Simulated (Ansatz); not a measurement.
The first iterations of a band of BF2H3Si + H2S (10 atoms, charge 0, multiplicity 1).

The calculation used Ansatz 0.2.0, RKS PBE0-D4/6-31G*.

```
movable images  : 9
climbing image  : yes
spring          : 5.0 eV/Å²
optimiser       : quadratic models (default)
start path      : straight line
force threshold : 0.05 eV/Å
iteration limit : 60
end points      : relaxed
```

First end point:

```xyz
10
Properties=species:S:1:pos:R:3
B -0.661 -0.630 -1.039
Si 1.234 -0.661 -0.318
F -1.484 -1.650 -0.861
F -1.105 0.364 -1.797
H -0.291 1.367 2.128
S -1.446 1.052 1.514
H 1.778 0.722 -0.190
H 2.136 -1.424 -1.231
H 1.278 -1.315 1.021
H -1.438 2.175 0.774
```

Last end point:

```xyz
10
Properties=species:S:1:pos:R:3
B -1.663 -0.129 -0.867
Si 1.838 -0.339 0.647
F -1.838 -1.428 -1.004
F -0.639 0.442 -1.481
H 0.474 -0.321 1.243
S -2.825 0.815 0.141
H 2.182 1.020 0.152
H 1.875 -1.308 -0.480
H 2.816 -0.751 1.690
H -2.218 2.000 -0.040
```

| iteration | highest image above the first end (eV) | largest band force component (eV/Å) |
| --- | --- | --- |
| 1 | 6.802 | 15.961 |
| 2 | 3.382 | 5.935 |
| 3 | 2.307 | 5.714 |
| 4 | 1.862 | 3.867 |
| 5 | 1.458 | 1.407 |

Does the band converge within its limit, and where does its top end?

The forces met the threshold. It ended after 16 iterations with the highest image 1.232 eV above the first end. Neighbouring images differ by up to 1.2 eV, so the band resolves the path poorly. Another band between the same ends (9 images) ends at a top of the same energy, where a vibrational analysis finds 1 clearly imaginary mode. The orbitals stay closed-shell, which can raise the energy where a bond breaks towards radicals; this wasn't checked here.

The run took 4.6 min on 2 threads of Intel(R) Xeon(R) Platinum 8488C (Sapphire Rapids), with other jobs on the host, peak memory 0.22 GiB.
